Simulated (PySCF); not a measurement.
Species: C6H6F4O.
Geometry (PBE0-D3(BJ)/def2-SVP, Å), atoms numbered from 1 in this order:
```
atom  x, y, z in Å
C1     2.1620   -0.3342   -0.7594
C2     1.1854   -0.2739    0.1415
C3    -0.0724    0.5096   -0.0838
F4    -0.1030    1.0445   -1.3499
C5    -1.3268   -0.3335    0.0802
C6    -1.3745   -1.6800   -0.4825
O7    -1.2456   -1.4630    0.9075
C8    -0.1196    1.7149    0.8702
F9     0.9127    2.5246    0.6746
F10   -0.0969    1.2930    2.1338
F11   -1.2352    2.4218    0.6915
H12    2.0778    0.1975   -1.7102
H13    3.0698   -0.9114   -0.5701
H14    1.2407   -0.7977    1.0989
H15   -2.2542    0.2489    0.1530
H16   -2.3400   -2.0789   -0.8148
H17   -0.4848   -2.0816   -0.9824
```

Level of theory: PySCF 2.14.0, PBE0-D3(BJ)/def2-SVP geometry optimisation, gas phase.

Take the most abundant isotopes and a rigid rotor. The values belong to one conformer with, in the numbering `[CH2:1]=[CH:2][C@@:3]([F:4])([C@H:5]1[CH2:6][O:7]1)[C:8]([F:9])([F:10])[F:11]`, C1–C2–C3–F4 5°, C2–C3–C5–C6 -43°.

Problem. Give the principal moments of inertia and the rotational constants in GHz.

Solution. Ia = 341.58, Ib = 488.59, Ic = 597.53 u·Å²; 505379 MHz·u·Å²/I gives 1480, 1034 and 845.8 MHz, that is A = 1.4795, B = 1.0344, C = 0.8458 GHz.

Problem. Classify the top.

Solution. An asymmetric top: κ = (2 × 1034 − 1480 − 845.8)/(1480 − 845.8) ≈ -0.40.

Problem. What does the inertial defect say?

Solution. Not planar: Δ = Ic − Ia − Ib = -232.64 u·Å². For a rigid frame Δ = −2 Σ m c², so Σ m c² = 116.32 u·Å² lies off the ab plane: 6.84 from hydrogen and 109.48 from heavier atoms. The atom farthest from that plane is 1.77 Å away.

Problem. Give the other two planar moments, Paa and Pbb, and the rms extents of the mass along the axes.

Solution. Paa = Σ m a² = (Ib + Ic − Ia)/2 = 372.27 and Pbb = Σ m b² = (Ia + Ic − Ib)/2 = 225.26 u·Å². With the mass M = 170.04 u, the rms extents √(P/M) along a, b and c are 1.48, 1.15, 0.83 Å.

Problem. Which lines would a microwave search look for?

Solution. The dipole components are |μa| = 1.91 D, |μb| = 0.91 D, |μc| = 0.55 D. Intensities carry the squares of the components, which stand as 1.00 : 0.23 : 0.08 (a : b : c). Some lines, for components of 0.1 D or more:

```tsv
type	branch	J(Ka,Kc)	MHz	lower level (cm⁻¹)
c	Q	2(1,2) ← 2(0,2)	305	0.187
c	Q	1(1,1) ← 1(0,1)	445	0.063
a	Q	2(1,1) ← 2(1,2)	566	0.197
b	Q	1(1,0) ← 1(0,1)	634	0.063
b	Q	2(1,1) ← 2(0,2)	871	0.187
c	Q	2(2,1) ← 2(1,1)	1336	0.216
b	Q	2(2,0) ← 2(1,1)	1384	0.216
a	R	1(0,1) ← 0(0,0)	1880	0.000
b	Q	2(2,1) ← 2(1,2)	1901	0.197
b	R	1(1,1) ← 0(0,0)	2325	0.000
c	R	1(1,0) ← 0(0,0)	2514	0.000
b	R	2(0,2) ← 1(1,1)	3267	0.078
a	R	2(1,2) ← 1(1,1)	3572	0.078
a	R	2(0,2) ← 1(0,1)	3712	0.063
a	R	2(1,1) ← 1(1,0)	3949	0.084
b	R	2(1,2) ← 1(0,1)	4017	0.063
c	R	2(1,1) ← 1(0,1)	4583	0.063
b	R	2(2,1) ← 1(1,0)	5284	0.084
c	R	2(2,0) ← 1(1,0)	5333	0.084
c	R	2(2,1) ← 1(1,1)	5473	0.078
b	R	2(2,0) ← 1(1,1)	5521	0.078
```

Problem. Estimate the classical rotational partition function at 25 K, 50 K and 500 K.

Solution. Point group C1, symmetry number σ = 1; q = (√π/σ)·√((kT/h)³/(ABC)), k/h = 20836.6 MHz/K: 18500 at 25 K, 52400 at 50 K, 1660000 at 500 K.

PBE0-D3(BJ)/def2-SVP frequencies: not computed here. Zero-point vibration and centrifugal distortion are left out.

Time: 3.3 min of wall time. Hardware: one thread, Arm Neoverse V1, shared host. That covers the optimisation of the geometry.
